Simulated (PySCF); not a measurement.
arsenic trifluoride (AsF3), singlet, at a GFN2-xTB geometry; DF-M062X/def2-TZVPD (PySCF).

Input for PySCF:
```python
from pyscf import gto, scf, dft
import numpy

mol = gto.Mole()
mol.atom = '''
    F    -0.84302752   -1.17072944   -0.50769894
    As    0.01319427   -0.00551619    0.42391172
    F     1.41634737   -0.12051314   -0.56435604
    F    -0.62169883    1.31146860   -0.48228800
'''
mol.basis = 'def2-tzvpd'
mol.verbose = 4
mol.build()
print('smallest overlap eigenvalue', numpy.linalg.eigvalsh(mol.intor('int1e_ovlp'))[0])

mf = dft.RKS(mol)
mf.xc = 'm062x'
mf = mf.density_fit(auxbasis='def2-universal-jkfit')
mf = scf.addons.remove_linear_dep_(mf, threshold=1e-5, lindep=1e-5)
mf.kernel()
mf.analyze()
```

What the program printed (banner, timings and long lists left out):

```
PySCF version 2.14.0

[INPUT] verbose = 4
[INPUT] num. atoms = 4
[INPUT] num. electrons = 60
[INPUT] charge = 0
[INPUT] spin (= nelec alpha-beta = 2S) = 0
[INPUT] symmetry False subgroup None
[INPUT] Mole.unit = angstrom
[INPUT] Symbol           X                Y                Z      unit          X                Y                Z       unit  Magmom
[INPUT]  1 F     -0.843027520000  -1.170729440000  -0.507698940000 AA   -1.593091128271  -2.212358007565  -0.959411950332 Bohr   0.0
[INPUT]  2 As     0.013194270000  -0.005516190000   0.423911720000 AA    0.024933556714  -0.010424088351   0.801077051793 Bohr   0.0
[INPUT]  3 F      1.416347370000  -0.120513140000  -0.564356040000 AA    2.676508626548  -0.227736829011  -1.066478352344 Bohr   0.0
[INPUT]  4 F     -0.621698830000   1.311468600000  -0.482288000000 AA   -1.174840520663   2.478316474967  -0.911392233164 Bohr   0.0

nuclear repulsion = 325.70804434406
number of shells = 60
number of NR pGTOs = 274
number of NR cGTOs = 174
basis = def2-tzvpd
ecp = {}
input.py:19: DeprecationWarning: remove_linear_dep_ is deprecated and will be removed in a future release. Linear dependency handling is now built into the SCF procedure by default. Linear dependency removal can be controlled using the following settings:
  pyscf.scf.hf.remove_overlap_zero_eigenvalue = True
  pyscf.scf.hf.overlap_zero_eigenvalue_threshold = 1e-6

  mf = scf.addons.remove_linear_dep_(mf, threshold=1e-5, lindep=1e-5)
smallest overlap eigenvalue 0.0007952354836740183

******** <class 'pyscf.df.df_jk.DFRKS'> ********
method = DFRKS
initial guess = minao
damping factor = 0
level_shift factor = 0
DIIS = <class 'pyscf.scf.diis.CDIIS'>
diis_start_cycle = 1
diis_space = 8
diis_damp = 0
SCF conv_tol = 1e-09
SCF conv_tol_grad = None
SCF max_cycles = 50
direct_scf = False
XC library pyscf.dft.libxc version 7.1.2
    S. Lehtola, C. Steigemann, M. J. T. Oliveira, and M. A. L. Marques,  SoftwareX 7, 1–5 (2018)
XC functionals = m062x
    Y. Zhao and D. G. Truhlar,  Theor. Chem. Acc. 120, 215 (2008)
    Y. Zhao and D. G. Truhlar,  Theor. Chem. Acc. 120, 215 (2008)
radial grids:
    Treutler-Ahlrichs [JCP 102, 346 (1995); DOI:10.1063/1.469408] (M4) radial grids

becke partition: Becke, JCP 88, 2547 (1988); DOI:10.1063/1.454033
pruning grids: <function nwchem_prune>
grids dens level: 3
symmetrized grids: False
atomic radii adjust function: <function treutler_atomic_radii_adjust>
small_rho_cutoff = 0
Set gradient conv threshold to 3.16228e-05
Initial guess from minao.
tot grids = 63216
******** <class 'pyscf.df.df.DF'> ********
auxbasis = def2-universal-jkfit
init E= -2534.94929177263
  HOMO = -0.36388018500076  LUMO = -0.0455092237995381  gap/eV = 8.66332
cycle= 1 E= -2535.4210160528  delta_E= -0.472  |g|= 0.87  |ddm|= 1.72
  HOMO = -0.410301120300395  LUMO = -0.0526677239546925  gap/eV = 9.73170
cycle= 2 E= -2535.35499402462  delta_E= 0.066  |g|= 1.17  |ddm|= 1.09
  HOMO = -0.432303344068508  LUMO = -0.0296665495626972  gap/eV = 10.95631
cycle= 3 E= -2535.54557971062  delta_E= -0.191  |g|= 0.0444  |ddm|= 0.517
  HOMO = -0.421138952013735  LUMO = -0.0194569466707096  gap/eV = 10.93032
cycle= 4 E= -2535.54591625705  delta_E= -0.000337  |g|= 0.0196  |ddm|= 0.0518
  HOMO = -0.422220430526117  LUMO = -0.0196804806078061  gap/eV = 10.95367
cycle= 5 E= -2535.5459631865  delta_E= -4.69e-05  |g|= 0.00472  |ddm|= 0.0142
  HOMO = -0.422499362025867  LUMO = -0.0199553209073968  gap/eV = 10.95378
cycle= 6 E= -2535.54596678808  delta_E= -3.6e-06  |g|= 0.000795  |ddm|= 0.00474
  HOMO = -0.422503086777539  LUMO = -0.0199872662828856  gap/eV = 10.95301
cycle= 7 E= -2535.54596700507  delta_E= -2.17e-07  |g|= 0.000146  |ddm|= 0.00169
  HOMO = -0.422485939842787  LUMO = -0.0199761268574137  gap/eV = 10.95285
cycle= 8 E= -2535.54596701808  delta_E= -1.3e-08  |g|= 3.1e-05  |ddm|= 0.000381
  HOMO = -0.422487622445011  LUMO = -0.019978403688957  gap/eV = 10.95283
cycle= 9 E= -2535.5459670184  delta_E= -3.16e-10  |g|= 1.79e-05  |ddm|= 4.54e-05
  HOMO = -0.422487157290135  LUMO = -0.0199780878572032  gap/eV = 10.95283
Extra cycle  E= -2535.54596701839  delta_E= 1.14e-11  |g|= 2.24e-05  |ddm|= 1.83e-05
converged SCF energy = -2535.54596701839
**** SCF Summaries ****
Total Energy =                       -2535.545967018388637
Nuclear Repulsion Energy =             325.708044344059545
One-electron Energy =                -4180.252476984391251
Two-electron Energy =                 1318.998465621943296
Two-electron Coulomb Energy =         1433.533286935181422
DFT Exchange-Correlation Energy =     -114.534821313238069
HOMO-LUMO gap [eV] =                    10.952829664890489
**** MO energy ****
MO #1   energy= -428.357244028171  occ= 2
MO #2   energy= -54.7560514027343  occ= 2
MO #3   energy= -49.0471301963651  occ= 2
MO #4   energy= -49.0471300738652  occ= 2
MO #5   energy= -49.0455336887714  occ= 2
MO #6   energy= -25.2604552924243  occ= 2
MO #7   energy= -25.2604413451052  occ= 2
MO #8   energy= -25.2604089123561  occ= 2
MO #9   energy= -7.42517042056816  occ= 2
MO #10  energy= -5.47617315945071  occ= 2
MO #11  energy= -5.4761726553336   occ= 2
MO #12  energy= -5.46966214920513  occ= 2
MO #13  energy= -1.98540251888549  occ= 2
MO #14  energy= -1.9854015382761   occ= 2
MO #15  energy= -1.97878310930384  occ= 2
MO #16  energy= -1.97878259052758  occ= 2
MO #17  energy= -1.97520885691626  occ= 2
MO #18  energy= -1.37706542031752  occ= 2
MO #19  energy= -1.33379092624777  occ= 2
MO #20  energy= -1.33376419673519  occ= 2
MO #21  energy= -0.75119125219738  occ= 2
MO #22  energy= -0.612253752754239 occ= 2
MO #23  energy= -0.612246515377954 occ= 2
MO #24  energy= -0.592852498738908 occ= 2
MO #25  energy= -0.557007223532915 occ= 2
MO #26  energy= -0.556999549930515 occ= 2
MO #27  energy= -0.524549899068773 occ= 2
MO #28  energy= -0.524532054493595 occ= 2
MO #29  energy= -0.517984402919436 occ= 2
MO #30  energy= -0.422487157290135 occ= 2
MO #31  energy= -0.0199780878572032 occ= 0
MO #32  energy= -0.0199633690016904 occ= 0
MO #33  energy= 0.0250947707455691 occ= 0
MO #34  energy= 0.0465231656349489 occ= 0
MO #35  energy= 0.0759964766738004 occ= 0
MO #36  energy= 0.0759981950817509 occ= 0
MO #37  energy= 0.111472232959738  occ= 0
MO #38  energy= 0.111474282010321  occ= 0
 ** Mulliken pop on meta-lowdin orthogonal AOs  **
 ** Mulliken pop  **
 ** Mulliken atomic charges  **
charge of    0F =     -0.50833
charge of    1As =      1.52498
charge of    2F =     -0.50831
charge of    3F =     -0.50834
Dipole moment(X, Y, Z, Debye):  0.09043, -0.03802,  2.89090
```
